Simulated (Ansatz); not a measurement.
B2 (SMILES [B][B]), triplet, geometry from GFN2-xTB; SVWN5/def2-SV(P) run with Ansatz (a program for electronic structure).

Input for Ansatz:
Ansatz 0.2 input:
```yaml
crystal:
  periodic: [false, false, false]
  atoms:
    - {symbol: B, position_ang: [-0.00000000, -0.00000000, -0.70244061]}
    - {symbol: B, position_ang: [0.00000000, 0.00000000, 0.70244061]}
basis:
  gaussian:
    orbitals: def2-SV_P_.json
hamiltonian:
  xc: {name: SVWN5}
magnetization: {spin_polarized: false, initial_magnetization: 2}
```
The basis file holds def2-SV(P) in the JSON format of the Basis Set Exchange.

Output, abridged:

```
Functional definition: SVWN5
308 factors; their error is unknown
mean field evaluation 1: about -1323.4575 eV, gradient 2.3e1 eV
mean field evaluation 2: about -1321.5571 eV, gradient 2.4e1 eV
mean field evaluation 4: about -1326.9597 eV, gradient 2.1e-1 eV
mean field evaluation 8: about -1326.9493 eV, gradient 1.8e-1 eV
mean field evaluation 16: about -1287.6113 eV, gradient 7.6e1 eV
mean field evaluation 32: about -1323.9363 eV, gradient 1.0e1 eV
mean field evaluation 64: about -1323.8620 eV, gradient 5.8e0 eV
mean field evaluation 96: about -1325.6489 eV, gradient 2.9e-1 eV
mean field -1326.94950899 eV, -48.7644950167 hartree, gradient 2.3e-5 eV, S^2 2.000000; 8 other end points of the search recorded, 0 dependent functions left out
reference -1326.94952841 eV, -48.7644957303 hartree; 6, 4 occupied and 22, 24 virtual orbitals, 308 factors
Total energy: -1326.94952841 eV, -48.7644957303 hartree
```
